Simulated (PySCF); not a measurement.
**Do core-level shifts follow atomic charges?**

Compound: C7H8S.
Atom-mapped SMILES: `[cH:1]1[cH:2][s:3][c:4]([CH:5]2[CH2:6][CH2:7]2)[cH:8]1`

Structure used (PBE0-D3(BJ)/def2-SVP), in Å, numbered top down from 1:
```xyz
16
C7H8S angstrom
C      2.6926    0.1663   -0.5808
C      2.6140   -0.8577    0.3223
S      0.9944   -1.1150    0.8426
C      0.3939    0.1660   -0.1609
C     -1.0376    0.5157   -0.2072
C     -2.1103   -0.5425   -0.1376
C     -1.9203    0.3953    1.0092
C      1.4237    0.7512   -0.8563
H      3.6289    0.4935   -1.0354
H      3.4174   -1.4794    0.7148
H     -1.2366    1.3642   -0.8685
H     -2.9893   -0.4207   -0.7762
H     -1.7768   -1.5779   -0.0209
H     -1.4562    0.0106    1.9222
H     -2.6655    1.1772    1.1778
H      1.2676    1.5809   -1.5478
```

Binding energies: delta-SCF UKS SCAN, pcX-2 on the ionised atom, pcseg-1 elsewhere, spin-free X2C (PySCF). Charges: PBE0/pcSseg-1 ground-state density, for the ionised atom.

| atom | environment | C 1s (eV) | Mulliken (e) | IAO (e) | Hirshfeld (e) | ESP (e) |
| --- | --- | --- | --- | --- | --- | --- |
| C8 | aromatic CH carbon | 289.90 | -0.024 | -0.200 | -0.085 | -0.170 |
| C1 | aromatic CH carbon | 290.11 | -0.055 | -0.179 | -0.076 | -0.171 |
| C2 | aromatic CH next to a ring sulfur | 290.28 | -0.281 | -0.325 | -0.092 | -0.315 |
| C6 | three-membered-ring carbon | 290.55 | -0.187 | -0.283 | -0.089 | -0.257 |
| C4 | substituted aromatic carbon | 290.63 | -0.308 | -0.137 | -0.021 | -0.036 |
| C5 | benzylic-type carbon | 290.93 | -0.201 | -0.132 | -0.045 | -0.122 |

Give the correlation coefficient and slope of binding energy on charge for each scheme.

Hirshfeld: r = 0.62, slope 8.1 eV per e; ESP: r = 0.33, slope 1.2 eV per e; IAO: r = 0.32, slope 1.5 eV per e; Mulliken: r = -0.66, slope -2.1 eV per e. Hirshfeld charges have the highest r, on only 6 points.

The point-charge model writes a binding energy as kq + V + constant, with V the potential of the other atoms' charges at the site. What does it give with the IAO charges?

V = Σ 14.40 eV Å × q/r over all other atoms: +0.18 eV at C8, -0.37 eV at C1, +2.61 eV at C2, +2.51 eV at C6, -0.77 eV at C4, -0.56 eV at C5. Fitting binding energy − V to q gives k = 20.7 eV per e and leaves an rms residual of 0.19 eV, against 0.32 eV for the fit on q alone. The model has no term for differences in relaxation between sites.

Isolated species at its PBE0-D3(BJ)/def2-SVP geometry (one conformer only).
